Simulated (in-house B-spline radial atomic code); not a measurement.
Radial electron density of Al II (Al+), [Ne] 3s2. Computed with an all-electron radial atomic-structure program (B-spline basis): non-relativistic BLYP, spin-polarised, spherical fractional occupations, point nucleus.

Columns: r (bohr), 4πr²n(r) (electrons per bohr), bar.

```
 0.00461   0.3335 #
 0.00553   0.4685 #
 0.00664   0.6563 ##
 0.00798   0.9154 ###
 0.00958    1.265 ####
  0.0115    1.735 #####
  0.0138    2.353 #######
  0.0166    3.165 ##########
  0.0199    4.175 #############
  0.0239    5.429 ################
  0.0287    6.914 #####################
  0.0345    8.601 ##########################
  0.0414    10.37 ###############################
  0.0497    12.08 #####################################
  0.0596     13.5 #########################################
  0.0716    14.39 ############################################
   0.086    14.52 ############################################
   0.103    13.81 ##########################################
   0.124    12.34 #####################################
   0.149    10.57 ################################
   0.179    9.111 ############################
   0.214    8.533 ##########################
   0.258    9.086 ############################
   0.309    10.47 ################################
   0.371    11.98 ####################################
   0.446    12.68 ######################################
   0.535    11.97 ####################################
   0.643    9.858 ##############################
   0.771    7.043 #####################
   0.926    4.337 #############
    1.11    2.435 #######
    1.34    1.436 ####
     1.6    1.138 ###
    1.92    1.068 ###
    2.31   0.9376 ###
    2.77   0.6802 ##
    3.33   0.3851 #
       4   0.1657 #
     4.8  0.05212 
    5.77  0.01109 
    6.92 0.001559 
    8.31 0.0001315
```

On this grid the curve has 2 maxima, near 0.086, 0.446 bohr.

The 2p down radial function P(r) = rR(r), positive near the nucleus:

```tsv
r (bohr)	P
0.00461	0.001418
0.00664	0.002904
0.00958	0.005932
0.0138	0.01198
0.0199	0.02395
0.0287	0.04711
0.0414	0.0905
0.0596	0.1676
0.086	0.2975
0.124	0.4952
0.179	0.7575
0.258	1.033
0.371	1.215
0.535	1.185
0.771	0.9138
1.11	0.5248
1.6	0.2038
2.31	0.04605
3.33	0.004874
```
